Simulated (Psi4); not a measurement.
Psi4 input (wB97X-D/6-31G*):

```
memory 1500 MB

molecule {
1 2
F    -1.06983530   -0.20220814    0.03222829
C    -0.02402531    0.42395307   -0.00257683
F     1.08585217   -0.08042724   -0.03051041
symmetry c1
no_reorient
no_com
}

set {
  basis 6-31G*
  reference uks
  scf_type pk
  dft_radial_points 99
  dft_spherical_points 590
  e_convergence 1e-8
  d_convergence 1e-7
  maxiter 150
}

e = energy('wb97x-d')
print_out(f'\nFINAL {e:.10f} DIPOLE {variable("CURRENT DIPOLE")[0]:.6f} {variable("CURRENT DIPOLE")[1]:.6f} {variable("CURRENT DIPOLE")[2]:.6f}\n')
```

From the output:

```
              A
    DOCC [    11 ]
    SOCC [     1 ]
    NA   [    12 ]
    NB   [    11 ]

  @UKS Final Energy:  -237.21995474246032

   => Energetics <=

    Nuclear Repulsion Energy =             66.7109351924040368
    One-Electron Energy =                -451.8900602804507116
    Two-Electron Energy =                 166.2993919486307561
    DFT Exchange-Correlation Energy =     -18.3401628903628158
    Empirical Dispersion Energy =          -0.0000587126815542
    VV10 Nonlocal Energy =                  0.0000000000000000
    Total Energy =                       -237.2199547424603168

  UHF NO Occupations:
  HONO-2 :   10  A 1.9994358
  HONO-1 :   11  A 1.9991769
  HONO-0 :   12  A 1.0000000
  LUNO+0 :   13  A 0.0008231
  LUNO+1 :   14  A 0.0005642
  LUNO+2 :   15  A 0.0001233
  LUNO+3 :   16  A 0.0000242

Computation Completed

Properties will be evaluated at   0.000000,   0.000000,   0.000000 [a0]

Properties computed using the SCF density matrix

 Multipole Moments:

 ------------------------------------------------------------------------------------
     Multipole            Electronic (a.u.)      Nuclear  (a.u.)        Total (a.u.)
 ------------------------------------------------------------------------------------

 L = 1.  Multiply by 2.5417464519 to convert [e a0] to [Debye]
 Dipole X            :         -0.0230633           -0.0000001           -0.0230633
 Dipole Y            :          0.4069771           -0.0000000            0.4069771
 Dipole Z            :         -0.0024735           -0.0000001           -0.0024736
 Magnitude           :                                                    0.4076376

 ------------------------------------------------------------------------------------

FINAL -237.2199547425 DIPOLE -0.023063 0.406977 -0.002474

*** Psi4 exiting successfully. Buy a developer a beer!
```

The dipole moment of an ion depends on the origin.

The geometry given is a B3LYP-D3(BJ)/def2-TZVP minimum.
